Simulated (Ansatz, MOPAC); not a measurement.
Molecule: InCl₂, charge 1, multiplicity 1. SMILES: [Cl][In+][Cl]

Atoms: In1, Cl2, Cl3. Bonds: In1-Cl2, In1-Cl3.

Bond lengths (Å) and angles (degrees) optimised at AM1 with MOPAC; PM6 with MOPAC; HF/3-21G with Ansatz (a quantum-chemistry and plane-wave program); MP2/6-31G* with LANL2DZ past Ar with Ansatz, each started from the B3LYP-D3(BJ)/def2-TZVP structure (Ansatz) of the last column. A row stands for all coordinates that are equal there. 6-31G* holds six Cartesian d functions. No wavenumbers were computed at MP2/6-31G* with LANL2DZ past Ar, so these may be saddle points.

```
coordinate     AM1    PM6  HF/3-21G  MP2/6-31G* with LANL2DZ past Ar  B3LYP-D3(BJ)/def2-TZVP
-----------  -----  -----  --------  -------------------------------  ----------------------
In1-Cl2      2.331  2.298     2.316                            2.206                   2.224
Cl2-In1-Cl3  180.0  180.0     180.0                            180.0                   180.0
```

Mean signed difference of all 2 bond lengths from B3LYP-D3(BJ)/def2-TZVP: AM1 0.106 Å, PM6 0.074 Å, HF/3-21G 0.092 Å, MP2/6-31G* with LANL2DZ past Ar -0.019 Å.
